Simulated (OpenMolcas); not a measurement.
Pt2+ (d8) on a cation site of an ionic host was computed by CASSCF with the d shell active (OpenMolcas, ANO-RCC-VDZP on the metal). Its lowest spin-free states, and all those of the highest spin:

| 2S+1 | Degeneracy | E (cm-1) |
| --- | --- | --- |
| 3 | 3 | 0.0 |
| 3 | 3 | 8726 |
| 1 | 3 | 11888 |
| 1 | 2 | 12111 |
| 3 | 1 | 18522 |
| 3 | 3 | 19630 |
| 1 | 3 | 22328 |
| 1 | 1 | 23020 |
| 1 | 3 | 24759 |
| 1 | 2 | 31931 |
| 1 | 1 | 50834 |

Question: Is the site octahedral, tetrahedral or cube-like, axial, or of lower symmetry?

Answer: The states with 2S+1 = 3 have orbital degeneracies 3, 3, 1, 3. Threefold states need a cubic site. For d8 at this spin an octahedron puts the single A2 below the threefold T2 and a tetrahedron or cube puts the threefold T1 below the threefold T2, so the site is a tetrahedron or a cube, which this pattern cannot tell apart. The run had Pt2+ with its 8 nearest fluoride ions at 2.284 Å, on the Ca site of CaF2 (a = 5.46294 Å, distance in the model lattice 2.366 Å). The rest of the host is ab initio model potentials to 7.6 Å and point charges beyond; the distance is set by hand and nothing relaxes. Ligand basis ANO-RCC-VDZP.

Without dynamic correlation the repulsion within the d shell is too large (B by tens of per cent), so at a given field states of lower spin stand too high. Real 4d8 and 5d8 ions are as a rule square planar and diamagnetic. With metal d orbitals alone the field can be off either way by tens of per cent. Ligand-to-metal charge-transfer states are missing. With no ligand orbital active B as a rule stays too high, so bands that hang on it stand too high and its fall with covalency is understated. No measured value stands beside these numbers; the geometry was set by hand and not optimised.
